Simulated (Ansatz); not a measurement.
Consider the atomization: `[CH3][SnH2][Zn][F]` → C• + F• + 5 H• + Sn• + Zn (atom).

Computed with Ansatz on PBE0-D4/def2-TZVP structures; ΔE is electronic, products minus reactants. CCSD(T)/CBS is the MP2 limit (def2-TZVPP, def2-QZVPP) plus CCSD(T) − MP2 in def2-TZVPP, frozen cores. This one scheme is used for every species, atoms too. For atomizations the MP2-based limit and the directly extrapolated one differ by several kJ/mol either way, and by 10 to 25 for some Ge, Se and Sn compounds, so smaller differences from it don't rank the levels. Functionals use def2-TZVPP. B3LYP here is the variant with VWN-RPA as its local correlation; programs differ in this. HSE06 is defined as in plane-wave codes. No spin–orbit coupling; open shells (•) take unrestricted orbitals. Spin–orbit coupling would lower the free atoms: a little for C, F; strongly for Sn. Elements past krypton have def2 core potentials. For Sn, Zn outer-core shells are correlated without core-valence functions, so the limit isn't a true one: a few kJ/mol of doubt a bond, and 10 to 20 or more in all where bonds break to atoms. Scalar relativity is left out up to krypton. Each species was taken in one conformer, which may not be the lowest.

```csv
level,ΔE (kcal/mol),difference from CCSD(T)/CBS
LDA (SPW92),704.7,80.9
revPBE-D4,604.4,-19.4
BLYP-D4,607.9,-15.9
B3LYP-D4,611.6,-12.2
HSE06-D4,613.3,-10.5
CAM-B3LYP-D4,619.3,-4.5
ωB97M-V,617.3,-6.5
PBE,617.2,-6.6
revPBE,594.6,-29.2
r2SCAN,619.7,-4.1
BHLYP,593.1,-30.7
LC-ωPBE,621.4,-2.4
HF/def2-SVP,448.4,-175.4
HF/def2-TZVPP,449.3,-174.5
SCS-MP2/def2-TZVPP,606.4,-17.4
HF/CBS(def2),452.6,-171.2
CCSD(T)/CBS,623.8,0
```

Largest T1 diagnostic among the species: 0.017.

From PBE to PBE0 (25 % exact exchange), in def2-TZVPP and without D4, ΔE moves by −7.2 kcal/mol: exact exchange takes away binding that semilocal exchange gives to molecules. Leaving LDA and LC-ωPBE aside and taking each functional with its dispersion term where it has one, the values, not all of them listed here, spread over 25.1 kcal/mol, from BHLYP-D4 to ωB97X-V. LDA lies +87.5 kcal/mol from PBE without D4, its usual overbinding.
